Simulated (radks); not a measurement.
Values are calculated unless marked as measured or tabulated.
Removal energies from the gadolinium ion Gd4+, [Xe] 4f6, by Delta-SCF beside the eigenvalue of the level emptied. Level of theory: non-relativistic Kohn-Sham, PBE, spin-polarised, spherical densities, point nucleus (a radial shooting solver on a logarithmic mesh with Libxc functionals). Open shells are filled with parallel spins first.

removed from	final configuration	Delta-SCF (eV)	-eigenvalue (eV)
5p	[Kr] 4d10 4f6 5s2 5p5	71.740	64.928
4f	[Xe] 4f5	71.755	60.562
5s	[Kr] 4d10 4f6 5s1 5p6	90.306	82.984
4d	[Kr] 4d9 4f6 5s2 5p6	205.86	193.82
